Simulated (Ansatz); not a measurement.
Basis-set extrapolation for `[SiH3]B([SiH3])[SiH3]` (PBE0-D4/def2-TZVP geometry, frozen core, Ansatz 0.2.0). Multiplicity 1, RHF reference.

```csv
,def2-TZVPP,def2-QZVPP
HF,-896.707121,-896.735047
MP2 correlation,-0.481757,-0.515399
CCSD(T) correlation,-0.584438,not run
```

Energies in hartree. Use E(X) = E(∞) + A·exp(−7.88·√X) for Hartree–Fock and E(X) = E(∞) + B·X^(−2.97) for correlation, with X = 3 and 4, and add CCSD(T) minus MP2 of the smaller set to the MP2 limit.

**Question.** What is the CCSD(T) energy at the basis-set limit?

**Answer.** HF limit: -896.735047 + (-0.027926) × 0.13774 = -896.73889. MP2 limit: -0.515399 + (-0.033642) × 0.74074 = -0.54032. Higher-order term: -0.584438 − (-0.481757) = -0.10268. Total: -897.38189 hartree, 237.2 kJ/mol below CCSD(T)/def2-TZVPP.
